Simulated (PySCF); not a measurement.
A structure optimised at PBE0-D3(BJ)/def2-SVP, used in a PySCF frequency run:

```xyz
8

B      0.0000     0.0000    -0.8373
F      0.0000     0.0000    -2.1599
N      0.0000    -1.2349    -0.1492
C      0.0000    -2.2120     0.5417
O      0.0000    -3.1712     1.2009
N      0.0000     1.2349    -0.1492
C      0.0000     2.2120     0.5417
O      0.0000     3.1712     1.2009
```
Charge 0, spin multiplicity 1.

Write its SMILES, formula and point group.

O=C=NB(F)N=C=O, C2BFN2O2, C2v

What are its rotational constants (standard atomic weights)?

3.3702, 1.0484, 0.79963 GHz
